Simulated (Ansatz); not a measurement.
`[CH3][Ga]([F])[F]` + H₂ → `[F][GaH][F]` + CH₄  (hydrogenolysis of a Ga–C bond)

Calculated with Ansatz (gas phase, PBE0-D4/def2-TZVP geometries, no zero-point term in ΔE). CCSD(T)/CBS is the MP2 limit (def2-TZVPP, def2-QZVPP) plus CCSD(T) − MP2 in def2-TZVPP, frozen cores. This one scheme is used for every species. DFT in def2-TZVPP. HSE06 is defined as in plane-wave codes. For Ga outer-core shells are correlated without core-valence functions, which leaves a few kJ/mol of doubt a bond. Scalar relativity is left out up to krypton.

`[CH3][Ga]([F])[F]`:

Z-matrix (Å, degrees):
```
C
Ga 1 1.935
H 1 1.089 2 110.1
H 1 1.090 2 110.0 3 121.5
H 1 1.091 2 109.2 3 -119.4
F 2 1.747 1 124.7 3 -154.6
F 2 1.747 1 124.8 3 25.8
```

H₂:

Cartesian coordinates in Å:
```
H -0.072 0.354 0.095
H 0.072 -0.354 -0.095
```

`[F][GaH][F]`:

Z-matrix (Å, degrees):
```
Ga
F 1 1.740
F 1 1.740 2 111.9
H 1 1.536 2 124.0 3 180.0
```

CH₄:

Cartesian coordinates in Å:
```
C 0.000 0.000 0.000
H -0.463 -0.984 0.072
H 1.084 -0.107 0.007
H -0.310 0.610 0.848
H -0.312 0.481 -0.927
```

Is it downhill or uphill in electronic energy at CCSD(T)/CBS, and by how much? (Best estimate.)

Computed: Downhill: ΔE = -0.19 eV.

What do these levels give: PBE0-D4, HSE06-D4, B2PLYP, revPBE, r2SCAN, PBE0, r2SCANh, BHLYP, CAM-B3LYP, CCSD/def2-SVP, CCSD(T)/def2-SVP, MP2/CBS(def2)? (Best estimate.)

Computed: PBE0-D4 -0.25, HSE06-D4 -0.25, B2PLYP -0.28, revPBE -0.27, r2SCAN -0.24, PBE0 -0.28, r2SCANh -0.25, BHLYP -0.36, CAM-B3LYP -0.33, CCSD/def2-SVP -0.37, CCSD(T)/def2-SVP -0.34, MP2/CBS(def2) -0.14 eV.

Largest T1 diagnostic among the species: 0.015.

From BLYP to BHLYP (50 % exact exchange), in def2-TZVPP and without D4, ΔE moves by −0.06 eV. The D4 term adds +0.06 eV with B3LYP and +0.03 eV with PBE0; it sums over pairs of atoms, weighted by their polarisabilities, and B3LYP, whose exchange is more repulsive, gets the larger term.

B3LYP here is the variant with VWN-RPA as its local correlation; programs differ in this.
